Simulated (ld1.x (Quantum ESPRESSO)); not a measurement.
# Transferability test, ultrasoft potential for Ga

gallium (Ga), ultrasoft, made with ld1.x (Quantum ESPRESSO) 7.5 (Wu–Cohen, non-relativistic). Core [Ar], reference 3d10 4s2 4p0.75 (charge +0.25). Waves: 4s (bound): rcut 1.80, rcutus 2.25 bohr; 4s channel at -0.45 Ry: rcut 1.80, rcutus 2.25 bohr; 4p (bound): rcut 1.75, rcutus 2.40 bohr; 4p channel at 2.15 Ry: rcut 1.75, rcutus 2.40 bohr; 3d (bound): rcut 0.95, rcutus 1.30 bohr; 3d channel at -1.23 Ry: rcut 0.95, rcutus 1.30 bohr. Local part: all-electron potential smoothed inside 2.15 bohr (lloc = -1). Core correction: none. Augmentation charge: PSQ, inside the norm-conserving radii.

Energies are relative to the spin-unpolarised reference configuration 3d10 4s2 4p0.75; without spin polarisation the order of configurations can differ from experiment.

Give the all-electron excitation energy and the error of the potential for: 3d10 4s2 4p1; 3d10 4s2 4p0; 3d10 4s1 4p0; 3d9 4s2 4p1; 3d10 4s1 4p2; 3d10 4s1 4p1; 3d10 4s0 4p0.

```
valence configuration  charge  ΔE all-electron (eV)  error AE − PS (meV)
         3d10 4s2 4p1       0                -0.831                 -0.1
         3d10 4s2 4p0      +1                 4.887                 -0.9
         3d10 4s1 4p0      +2                25.699                  -17
          3d9 4s2 4p1      +1                27.579                 -306
         3d10 4s1 4p2       0                 5.459                 -1.7
         3d10 4s1 4p1      +1                11.999                 -4.4
         3d10 4s0 4p0      +3                56.296                  -25
```

Levels in the configuration 3d9 4s2 4p1:

```
level  all-electron (eV)  pseudo (eV)
   3d            -37.704      -38.383
   4s            -19.065      -18.999
   4p            -11.171      -11.154
```
